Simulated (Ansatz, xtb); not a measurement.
## Two isomers of CH7BrOSi2

Structure I is `C[SiH2]O[SiH2]Br`, a singlet and structure II is `C[Si@H](Br)O[SiH3]`, a singlet. Both are isolated molecules in the gas phase, relaxed with B3LYP-D3(BJ)/def2-SVP, each in the lowest conformer that the search found.

Quicker runs give these differences E(II) − E(I): GFN2-xTB +1.91 kcal/mol; HF/STO-3G −1.33 kcal/mol (at GFN2-xTB geometries); r2SCAN-D4/def2-SVP −1.10 kcal/mol (at GFN2-xTB geometries).

Q: Estimate which is lower in electronic energy at CCSD(T)/def2-SVP + ΔMP2/def2-TZVPP, and by roughly how much.

A: The CCSD(T)/def2-SVP + ΔMP2/def2-TZVPP calculation puts structure II lower, by 1.21 kcal/mol.

The same difference at several levels:

| level | geometry | E(II) − E(I) (kcal/mol) | departure from the last row (kcal/mol) | job, with rough time for the two |
| --- | --- | --- | --- | --- |
| GFN2-xTB | GFN2-xTB | +1.91 | +3.12 | optimisation, 0.32 s |
| HF/STO-3G | GFN2-xTB | −1.33 | −0.12 | single point, 0.4 s |
| r2SCAN-D4/def2-SVP | GFN2-xTB | −1.10 | +0.11 | single point, 3.6 s |
| B3LYP-D3(BJ)/def2-SVP | B3LYP-D3(BJ)/def2-SVP | −1.01 | +0.20 | optimisation, 3.5 min |
| HF/def2-SVP | B3LYP-D3(BJ)/def2-SVP | −1.12 | +0.09 | part of the CCSD(T) run |
| MP2/def2-SVP | B3LYP-D3(BJ)/def2-SVP | −1.32 | −0.11 | part of the CCSD(T) run |
| CCSD(T)/def2-SVP | B3LYP-D3(BJ)/def2-SVP | −1.18 | +0.03 | single point |
| CCSD(T)/def2-SVP + ΔMP2/def2-TZVPP | B3LYP-D3(BJ)/def2-SVP | −1.21 |  | single point, 44 s |

As drawn, both hold the same kinds of bond in the same numbers.

GFN2-xTB puts the two in the other order. The largest departure from CCSD(T)/def2-SVP + ΔMP2/def2-TZVPP is that of GFN2-xTB, 3.12 kcal/mol. A small imaginary or near-zero mode remains, so no thermal terms are given. The last row adds to CCSD(T) the change of the MP2 difference between the two basis sets, here −0.03 kcal/mol.

The correlated steps freeze 21 core orbitals; the filled d shell of Br is correlated, in a basis made for valence electrons. Programs: Ansatz 0.2.0, xtb 6.7.1; the last row on 4 threads of Arm Neoverse V1 on a shared host.
